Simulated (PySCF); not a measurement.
SMILES O[Si](O)([O])O, doublet, PBE0/def2-SVP optimised geometry.

```
8

O     -0.81    -1.43    -1.31
Si    -0.33    -0.50     0.00
O      1.31    -0.50     0.00
O     -0.79     1.07     0.00
O     -1.07    -1.26     1.27
H      1.73     0.34     0.20
H     -1.73     1.26     0.12
H     -0.92    -2.20     1.35
```

Density from unrestricted PBE0/def2-TZVP in PySCF 2.14.0 at that geometry.

Minimum of the electron density along straight lines between bonded atoms, close to the bond critical point (lines longer than 1.1 times the sum of covalent radii, or with two minima, are not listed):

| bond | length / Å | ρ at the minimum / e bohr⁻³ | ∇²ρ there / e bohr⁻⁵ | position (fraction from the first atom) |
|---|---|---|---|---|
| O1–Si2 | 1.674 | 0.137 | (withheld) | 0.59 |
| Si2–O3 | 1.639 | 0.144 | 0.83 | 0.41 |
| Si2–O4 | 1.641 | 0.143 | 0.83 | 0.41 |
| Si2–O5 | 1.648 | 0.140 | 0.82 | 0.41 |
| O3–H6 | 0.962 | 0.353 | -2.42 | 0.81 |
| O4–H7 | 0.961 | 0.354 | -2.43 | 0.81 |
| O5–H8 | 0.962 | 0.353 | -2.43 | 0.81 |

Question: What belongs in the gaps?

Answer: 
- O1–Si2, ∇²ρ there / e bohr⁻⁵: 0.71
